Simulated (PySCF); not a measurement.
**TeBr⁺ at UHF-SCS-MP2**

Computed with UHF-SCS-MP2; PySCF, scalar-relativistic core potentials, basis sets Te def2-SVP with ECP28, Br def2-SVP.

```json
{
  "state": "³Σ⁻ (triplet), unpaired electrons π ↑↑",
  "bond length": "2.416 Å",
  "harmonic wavenumber": "310 cm⁻¹",
  "force constant": "2.79 mdyn/Å",
  "rotational constant Be": "0.05881 cm⁻¹",
  "well depth De to Te⁺ + Br": "1.72 eV",
  "dissociation energy D0": "1.70 eV"
}
```

Correlated steps freeze 13 core orbitals. Correlated levels converge slowly with the basis: in double zeta they bind strong bonds too weakly, by up to about 1 eV, and carry superposition errors of some tenths. Spin–orbit coupling is left out, which matters for elements this heavy, above all for dissociation energies. For an ion De counts to the pair picked by the measured ionisation energies or electron affinities, which need not be the lowest pair at this level. The state was picked by a PBE0 search and need not be the measured ground state.
